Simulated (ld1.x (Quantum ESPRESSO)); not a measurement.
**Before and after: TM potential for Zn (Z = 30)**

| Item | Value |
| --- | --- |
| Element | Zn |
| Generator | ld1.x (Quantum ESPRESSO) 7.5 |
| Type | norm-conserving Troullier–Martins (Kleinman–Bylander form) |
| Functional | LDA (PZ) |
| Relativity | scalar-relativistic |
| Frozen core | [Ar] 3d10 |
| Valence charge | 2 |
| Reference configuration | 4s1.75 4p0.25 |
| Partial waves | 4s (bound): rc 1.75 bohr; 4p (bound): rc 3.35 bohr |
| Local potential | all-electron potential smoothed inside 3.00 bohr (lloc = -1) |
| Core correction | a·sin(br)/r model core, default radius (core density twice the valence density) |

Change: wave 4s (bound): rc 1.75 bohr becomes 4s (bound): rc 2.36 bohr.

Cutoffs: the cutoffs (Ry, on a coarse ladder) from which the occupation-weighted sum of valence levels, in a spherical-Bessel basis at the reference potential, stays within 10 and 1 mRy of its value at 400 Ry; they do not see the model core or the augmentation charge, which bear on the density cutoff. Errors are all-electron minus pseudo energies relative to the spin-unpolarised reference configuration.

Q: What does the change do?

A: The potential gets softer (12 Ry and 30 Ry → 10 Ry and 25 Ry); of the 8 tests that both files solve, the error grows in 1 and shrinks in 0 by more than 15 % and 0.3 meV (median size 39.2 → 47.2 meV); neither file shows a bound ghost. A larger radius leaves more room for a smooth pseudo-wave, so fewer plane waves are needed.

| quantity | base | changed |
| --- | --- | --- |
| cutoff, loose | 12 Ry | 10 Ry |
| cutoff, tight | 30 Ry | 25 Ry |
| loose cutoff by channel (10 mRy a level) | s 10 Ry, p 6 Ry | s 8 Ry, p 6 Ry |
| bound ghosts | none | none |
| error for 4s2 4p0, meV [ΔE -1.26 eV] | -1.6 | -1.7 |
| error for 4s1 4p0, meV [ΔE 8.93 eV] | -88 | -90 |
| error for 4s1.5 4p0, meV [ΔE 2.82 eV] | -13 | -13 |
| error for 4s1 4p1, meV [ΔE 3.93 eV] | -14 | -16 |
| error for 4s0 4p1, meV [ΔE 15.36 eV] | -170 | -187 |
| error for 4s0 4p2, meV [ΔE 9.50 eV] | -64 | -78 |
| error for 4s1.75 4p0.25 (spin-polarised), meV [ΔE -0.03 eV] | -0.3 | -0.4 |
| error for 4s1 4p0 (spin-polarised), meV [ΔE 8.68 eV] | -91 | -96 |
| s: phases at 3.64 bohr within 0.05 rad from the reference energy up to (Ry; the scan ends near 5) | 1.0 | 1.0 |
| p: phases at 3.64 bohr within 0.05 rad from the reference energy up to (Ry; the scan ends near 5) | 1.6 | 1.6 |
